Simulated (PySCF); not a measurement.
CH₈AlBi.
Bonds: C1–Al2, Al2–Bi3. Hydrogens: H4, H5, H6 on C1; H7, H8 on Al2; H9, H10, H11 on Bi3.

Computed, not measured: PBE0-D3(BJ)/def2-SVP geometry optimisation, gas phase, def2 core potentials past Kr (PySCF 2.14.0).

Problem. What internal coordinates does the optimisation give?

Solution. 
```json
{"bond": "C1–Al2", "length (Å)": "1.968", "order": "single"}
{"bond": "Al2–Bi3", "length (Å)": "3.004", "order": "single"}
{"bond": "C1–H4, C1–H5, C1–H6", "length (Å)": "1.103", "order": "single"}
{"bond": "Al2–H7, Al2–H8", "length (Å)": "1.600", "order": "single"}
{"bond": "Bi3–H9, Bi3–H10, Bi3–H11", "length (Å)": "1.780", "order": "single"}
```

Bonds in one row agree within 0.01 Å and their mean is given. Orders are formal, as drawn. A selection of angles:
```json
{"angle": "Al2–C1–H4", "degrees": "109.4"}
{"angle": "Al2–C1–H5", "degrees": "112.9"}
{"angle": "H4–C1–H5", "degrees": "106.6"}
{"angle": "C1–Al2–Bi3", "degrees": "98.8"}
{"angle": "C1–Al2–H7", "degrees": "120.2"}
{"angle": "Bi3–Al2–H7", "degrees": "92.2"}
{"angle": "H7–Al2–H8", "degrees": "118.0"}
{"angle": "Al2–Bi3–H9", "degrees": "123.7"}
{"angle": "Al2–Bi3–H10", "degrees": "120.5"}
{"angle": "H9–Bi3–H10", "degrees": "93.6"}
```

Al2 (aluminium bonded to Bi, C and 2 H) has angles from 91.8° to 120.2°. Bi3 (bismuth bonded to Al and 3 H) has angles from 93.6° to 123.8°.

Point group: near Cs, missed by 0.27 Å at most; the miss may be what the optimiser left on a soft mode. No PBE0-D3(BJ)/def2-SVP frequencies stand behind this structure, so it isn't proved a minimum.
